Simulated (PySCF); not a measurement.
PySCF input file for H₉Si₄, SMILES [SiH3][Si]([SiH3])[SiH3], multiplicity 2, TDA-PBE/def2-SVPD. Geometry: r2SCAN-D4/def2-SVP. The isomer is the one that the SMILES or the coordinates give; other isomers of the formula were not compared.

```python
import numpy as np
from pyscf import gto, scf, dft, tdscf

mol = gto.M(
    atom='''
    Si   -1.97512418   -1.14033848    0.09099597
    Si    0.00000000    0.00000000   -0.39939572
    Si    0.00000000    2.28067695    0.09099597
    Si    1.97512418   -1.14033848    0.09099597
    H    -3.14152582   -0.40771403   -0.48976458
    H    -2.18424619   -1.26107513    1.56943222
    H    -1.92385362   -2.51678415   -0.48976457
    H    -1.21767221    2.92449818   -0.48976457
    H     1.21767220    2.92449819   -0.48976456
    H    -0.00000000    2.52215026    1.56943222
    H     2.18424619   -1.26107513    1.56943222
    H     3.14152582   -0.40771403   -0.48976456
    H     1.92385362   -2.51678415   -0.48976456
    ''',
    basis='def2-SVPD',
    charge=0,
    spin=1,
    max_memory=1600,
    verbose=4,
)
mf = dft.UKS(mol, xc='pbe').density_fit(auxbasis='def2-universal-jkfit')
mf.grids.level = 3
mf.conv_tol = 1e-9
mf.max_cycle = 100
mf.kernel()
fine, coarse = mf.grids, dft.Grids(mol).set(level=1).build(with_non0tab=True)
for _ in range(3):  # follow internal instabilities
    mf.grids = coarse
    mo, _, stable, _ = mf.stability(return_status=True, nroots=4)
    mf.grids = fine
    if stable:
        break
    mf.kernel(mf.make_rdm1(mo, mf.mo_occ))
mf.grids = dft.Grids(mol).set(level=1).build(with_non0tab=True)  # coarser grid for the response kernel
td = tdscf.TDA(mf)
td.nstates = 10
td.conv_tol = 1e-4
td.positive_eig_threshold = 1e-6
td.kernel(x0=td.get_init_guess(mf, 15))
td.analyze()
```

Output:

```
PySCF version 2.14.0

[INPUT] verbose = 4
[INPUT] num. atoms = 13
[INPUT] num. electrons = 65
[INPUT] charge = 0
[INPUT] spin (= nelec alpha-beta = 2S) = 1
[INPUT] symmetry False subgroup None
[INPUT] Mole.unit = angstrom
[INPUT] Symbol           X                Y                Z      unit          X                Y                Z       unit  Magmom
[INPUT]  1 Si    -1.975124180000  -1.140338480000   0.090995970000 AA   -3.732443762206  -2.154927416503   0.171957461739 Bohr   0.0
[INPUT]  2 Si     0.000000000000   0.000000000000  -0.399395720000 AA    0.000000000000   0.000000000000  -0.754748526123 Bohr   0.0
[INPUT]  3 Si     0.000000000000   2.280676950000   0.090995970000 AA    0.000000000000   4.309854814108   0.171957461739 Bohr   0.0
[INPUT]  4 Si     1.975124180000  -1.140338480000   0.090995970000 AA    3.732443762206  -2.154927416503   0.171957461739 Bohr   0.0
[INPUT]  5 H     -3.141525820000  -0.407714030000  -0.489764580000 AA   -5.936623413050  -0.770467853843  -0.925520921713 Bohr   0.0
[INPUT]  6 H     -2.184246190000  -1.261075130000   1.569432220000 AA   -4.127627087725  -2.383086618200   2.965797066868 Bohr   0.0
[INPUT]  7 H     -1.923853620000  -2.516784150000  -0.489764570000 AA   -3.635556445553  -4.756032758146  -0.925520902815 Bohr   0.0
[INPUT]  8 H     -1.217672210000   2.924498180000  -0.489764570000 AA   -2.301066986394   5.526500611989  -0.925520902815 Bohr   0.0
[INPUT]  9 H      1.217672200000   2.924498190000  -0.489764560000 AA    2.301066967497   5.526500630886  -0.925520883918 Bohr   0.0
[INPUT] 10 H      0.000000000000   2.522150260000   1.569432220000 AA    0.000000000000   4.766173236401   2.965797066868 Bohr   0.0
[INPUT] 11 H      2.184246190000  -1.261075130000   1.569432220000 AA    4.127627087725  -2.383086618200   2.965797066868 Bohr   0.0
[INPUT] 12 H      3.141525820000  -0.407714030000  -0.489764560000 AA    5.936623413050  -0.770467853843  -0.925520883918 Bohr   0.0
[INPUT] 13 H      1.923853620000  -2.516784150000  -0.489764560000 AA    3.635556445553  -4.756032758146  -0.925520883918 Bohr   0.0

nuclear repulsion = 311.739363488722
number of shells = 76
number of NR pGTOs = 258
number of NR cGTOs = 168
basis = def2-SVPD
ecp = {}


[settings echo left out]
init E= -1162.05717634398
  alpha nocc = 33  HOMO = -0.186940532195639  LUMO = -0.0665291652427508
  beta  nocc = 32  HOMO = -0.292245872675439  LUMO = -0.186940532195639

WARN: HOMO -0.186940532195639 >= LUMO -0.186940532195639

cycle= 1 E= -1162.33724693346  delta_E= -0.28  |g|= 0.129  |ddm|= 2.75
  alpha nocc = 33  HOMO = -0.191846662294867  LUMO = -0.0343895950058297
  beta  nocc = 32  HOMO = -0.255285025242523  LUMO = -0.148985027574229
  HOMO = -0.191846662295  LUMO = -0.148985027574  gap/eV = 1.16632
cycle= 2 E= -1162.34382268767  delta_E= -0.00658  |g|= 0.0797  |ddm|= 0.503
  alpha nocc = 33  HOMO = -0.175337667370882  LUMO = -0.032614600363087
  beta  nocc = 32  HOMO = -0.24866417205541  LUMO = -0.130861588695142
  HOMO = -0.175337667371  LUMO = -0.130861588695  gap/eV = 1.21026
cycle= 3 E= -1162.3475013705  delta_E= -0.00368  |g|= 0.05  |ddm|= 0.324
  alpha nocc = 33  HOMO = -0.187587863078897  LUMO = -0.0384441297905882
  beta  nocc = 32  HOMO = -0.258035640014058  LUMO = -0.141101469315235
  HOMO = -0.187587863079  LUMO = -0.141101469315  gap/eV = 1.26496
cycle= 4 E= -1162.34991602888  delta_E= -0.00241  |g|= 0.00244  |ddm|= 0.145
  alpha nocc = 33  HOMO = -0.187906566103267  LUMO = -0.038193638573716
  beta  nocc = 32  HOMO = -0.257709470996897  LUMO = -0.140228862922792
  HOMO = -0.187906566103  LUMO = -0.140228862923  gap/eV = 1.29738
cycle= 5 E= -1162.3499225605  delta_E= -6.53e-06  |g|= 0.000811  |ddm|= 0.0136
  alpha nocc = 33  HOMO = -0.187826566595946  LUMO = -0.0381122653273892
  beta  nocc = 32  HOMO = -0.257607556362388  LUMO = -0.139881878887004
  HOMO = -0.187826566596  LUMO = -0.139881878887  gap/eV = 1.30464
cycle= 6 E= -1162.34992329292  delta_E= -7.32e-07  |g|= 0.00029  |ddm|= 0.00365
  alpha nocc = 33  HOMO = -0.187888319037765  LUMO = -0.0381599299114691
  beta  nocc = 32  HOMO = -0.25766853847823  LUMO = -0.139910417608648
  HOMO = -0.187888319038  LUMO = -0.139910417609  gap/eV = 1.30555
cycle= 7 E= -1162.34992336772  delta_E= -7.48e-08  |g|= 0.000107  |ddm|= 0.000946
  alpha nocc = 33  HOMO = -0.187880366072684  LUMO = -0.0381467465577574
  beta  nocc = 32  HOMO = -0.257652511063073  LUMO = -0.139898868718805
  HOMO = -0.187880366073  LUMO = -0.139898868719  gap/eV = 1.30564
cycle= 8 E= -1162.34992337725  delta_E= -9.53e-09  |g|= 4.85e-05  |ddm|= 0.000392
  alpha nocc = 33  HOMO = -0.187881968730594  LUMO = -0.0381487421822377
  beta  nocc = 32  HOMO = -0.257654853205474  LUMO = -0.139900753599763
  HOMO = -0.187881968731  LUMO = -0.1399007536  gap/eV = 1.30564
cycle= 9 E= -1162.34992337968  delta_E= -2.43e-09  |g|= 1.14e-05  |ddm|= 0.000138
  alpha nocc = 33  HOMO = -0.187882526012149  LUMO = -0.0381496659829415
  beta  nocc = 32  HOMO = -0.257656325729114  LUMO = -0.139900981475371
  HOMO = -0.187882526012  LUMO = -0.139900981475  gap/eV = 1.30564
cycle= 10 E= -1162.34992337979  delta_E= -1.11e-10  |g|= 4.13e-06  |ddm|= 3.53e-05
  alpha nocc = 33  HOMO = -0.187881939306193  LUMO = -0.0381488807491362
  beta  nocc = 32  HOMO = -0.25765522480402  LUMO = -0.139900768067231
  HOMO = -0.187881939306  LUMO = -0.139900768067  gap/eV = 1.30563
Extra cycle  E= -1162.34992337979  delta_E= 1.36e-12  |g|= 4.15e-06  |ddm|= 2.09e-05
converged SCF energy = -1162.34992337979  <S^2> = 0.75406233  2S+1 = 2.0040582
tot grids = 47896
uhf_internal: lowest eigs of H = [0.79018375 0.80766751 0.81268481 0.81443978]
<class 'pyscf.df.df_jk.DFUKS'> wavefunction is stable in the internal stability analysis
tot grids = 47896
Overwritten attributes  positive_eig_threshold  of <class 'pyscf.tdscf.uks.TDA'>


******** <class 'pyscf.tdscf.uks.TDA'> for <class 'pyscf.df.df_jk.DFUKS'> ********
nstates = 10
deg_eia_thresh = 1.000e-03
wfnsym = None
conv_tol = 0.0001
eigh lindep = 1e-12
eigh level_shift = 0
eigh max_cycle = 100


Excitation energies (eV)
[3.15764996 3.15778218 3.94393771 3.94414674 4.10536491 4.52185926
 4.63400093 4.69206181 4.69221621 4.82382446]

** Excitation energies and oscillator strengths **
Excited State   1:      3.15765 eV    392.65 nm  f=0.0013
      32b ->   33b      0.99391
Excited State   2:      3.15778 eV    392.63 nm  f=0.0013
      31b ->   33b     -0.99391
Excited State   3:      3.94394 eV    314.37 nm  f=0.0001
      33a ->   34a     -0.99585
Excited State   4:      3.94415 eV    314.35 nm  f=0.0001
      33a ->   35a      0.99585
Excited State   5:      4.10536 eV    302.01 nm  f=0.0007
      33a ->   36a      0.98689
      24b ->   33b      0.11009
Excited State   6:      4.52186 eV    274.19 nm  f=0.0103
      33a ->   37a      0.99644
Excited State   7:      4.63400 eV    267.55 nm  f=0.0000
      30b ->   33b      0.99815
Excited State   8:      4.69206 eV    264.24 nm  f=0.0011
      33a ->   39a      0.62545
      29b ->   33b     -0.76745
Excited State   9:      4.69222 eV    264.23 nm  f=0.0011
      33a ->   38a     -0.62518
      28b ->   33b     -0.76767
Excited State  10:      4.82382 eV    257.02 nm  f=0.0699
      33a ->   39a      0.74827
      29b ->   33b      0.62509

** Transition electric dipole moments (AU) **
state          X           Y           Z        Dip. S.      Osc.
  1         0.1298     -0.0000      0.0000      0.0169      0.0013
  2        -0.0000     -0.1299      0.0000      0.0169      0.0013
  3         0.0000     -0.0268     -0.0001      0.0007      0.0001
  4        -0.0268     -0.0000      0.0000      0.0007      0.0001
  5        -0.0000      0.0001      0.0851      0.0072      0.0007
  6        -0.0000      0.0002     -0.3054      0.0933      0.0103
  7        -0.0000      0.0000     -0.0000      0.0000      0.0000
  8        -0.0964      0.0000      0.0000      0.0093      0.0011
  9        -0.0000     -0.0961     -0.0000      0.0092      0.0011
 10        -0.7692      0.0000     -0.0000      0.5917      0.0699

** Transition velocity dipole moments (imaginary part, AU) **
state          X           Y           Z        Dip. S.      Osc.
  1         0.0173     -0.0000      0.0000      0.0003      0.0017
  2        -0.0000     -0.0173      0.0000      0.0003      0.0017
  3         0.0000     -0.0082     -0.0000      0.0001      0.0003
  4        -0.0082     -0.0000      0.0000      0.0001      0.0003
  5         0.0000      0.0000      0.0503      0.0025      0.0112
  6        -0.0000      0.0000     -0.0224      0.0005      0.0020
  7        -0.0000     -0.0000     -0.0000      0.0000      0.0000
  8        -0.0116      0.0000      0.0000      0.0001      0.0005
  9        -0.0000     -0.0115      0.0000      0.0001      0.0005
 10        -0.0851      0.0000     -0.0000      0.0072      0.0272

** Transition magnetic dipole moments (imaginary part, AU) **
state          X           Y           Z
  1         0.0000      0.5996      0.0000
  2         0.5996     -0.0000     -0.0000
  3        -0.0247     -0.0000     -0.0000
  4        -0.0000      0.0248      0.0000
  5        -0.0000     -0.0000     -0.0000
  6        -0.0003     -0.0000      0.0000
  7        -0.0000     -0.0001      0.1186
  8        -0.0000     -0.4931      0.0000
  9         0.4930     -0.0000      0.0000
 10        -0.0000     -0.4444      0.0000
```

Self-consistency was reached.

Cost: around 5 core-minutes (rough).
